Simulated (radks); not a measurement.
Problem. The lutetium ion Lu3+, [Xe] 4f14. Method: non-relativistic Kohn-Sham, r2SCAN, spin-polarised, spherical densities, point nucleus; meta-GGA in the generalised Kohn-Sham scheme; computed with a radial shooting solver on a logarithmic mesh with Libxc functionals. Every spin shell is full or empty, so the densities are truly spherical. Functionals are evaluated on that one density, not self-consistently. Rank these orbital-free kinetic functionals by their error against the exact value of the orbitals, and give that value: Thomas-Fermi, TF + vW/5, APBEK, Perdew 92, Thakkar, Pearson, PG1, Ernzerhof.

Solution. Exact: 13850.9 hartree. From best to worst, with 100 (|E| - |E exact|)/|E exact| (equal figures are ties): APBEK 0.00, Ernzerhof -0.53, Perdew 92 -0.74, Thakkar -0.79, Pearson -0.92, TF + vW/5 +2.53, Thomas-Fermi -4.85, PG1 +12.98.
